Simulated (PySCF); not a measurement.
Computed with PySCF with B3LYP-D3(BJ)/def2-TZVP. Isolated molecules, 0 K electronic values unless said otherwise. B3LYP has the VWN-RPA correlation part, as in Gaussian. 

Reference species (SMILES): `C(N)#CN` (neutral, multiplicity 1).

```
Quantity    Result
--------  --------
HOMO      -5.76 eV
```

Changed species: `CN=C=N`.

Task: Give the shifts of the HOMO.

Result: the HOMO drops by 1.65 eV, to -7.41 eV.
